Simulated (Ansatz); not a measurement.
`N[SiH](O)Br` + `CO[SiH2][SiH2]Cl` → `CO[SiH](N)Br` + `O[SiH2][SiH2]Cl`  (redistribution)

Isolated molecules relaxed with PBE0-D4/def2-TZVP in Ansatz; ΔE leaves out vibrations. CBS: MP2 limit from def2 TZ/QZ plus the TZ coupled-cluster correction, frozen cores. For Br outer-core shells are correlated without core-valence functions, which leaves a few kJ/mol of doubt a bond. Scalar relativity is left out up to krypton. Each species was taken in one conformer, which may not be the lowest.

| species | CCSD/def2-TZVPP energy (Eh) |
| --- | --- |
| `N[SiH](O)Br` | -2994.08169 |
| `CO[SiH2][SiH2]Cl` | -1155.24526 |
| `CO[SiH](N)Br` | -3033.29362 |
| `O[SiH2][SiH2]Cl` | -1116.03229 |

**Question.** Work out ΔE.

**Answer.** ΔE = (-3033.29362) + (-1116.03229) − (-2994.08169) − (-1155.24526) = 0.00104 Eh = +0.03 eV. CCSD(T)/CBS gives +0.01 eV.

Largest T1 diagnostic among the species: 0.011.

In def2-TZVPP, CCSD(T) changes the Hartree–Fock value by −0.04 eV (the triples alone add −0.01 eV) and MP2 by −0.04 eV.
